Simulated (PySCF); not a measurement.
# Basis-set dependence of the ionisation energy of Nd

Nd [Xe] 4f4 6s2 (high-spin determinant) → Nd⁺ [Xe] 4f4 6s1 (high-spin determinant). All values are computed (PySCF 2.14, energy differences of UHF-based or UKS calculations, no spin-orbit coupling). Values in eV.

```tsv
basis	Hamiltonian	functions	UHF	r2SCAN	PBE0	MP2 (valence)
cc-pVDZ-X2C	spin-free X2C	84	4.495	5.160	5.399	5.375
ANO-RCC-VTZP	spin-free X2C	104	4.491	5.132	5.366	5.364
x2c-TZVPPall	spin-free X2C	113	4.489	5.108	5.348	5.370
cc-pwCVTZ-X2C with one added diffuse shell of g type	spin-free X2C	195	4.490	n/a	n/a	n/a
```

Frozen in the all-electron rows: valence: [Kr] 4d10.

Both determinants mix LS terms of the configuration, so the numbers do not refer to single terms; with the open shell unchanged, much of this cancels in the difference.

Between the lowest levels the reference is 5.525 eV (measured; NIST Atomic Spectra Database, ionization energies); it includes spin-orbit coupling, which these numbers lack.
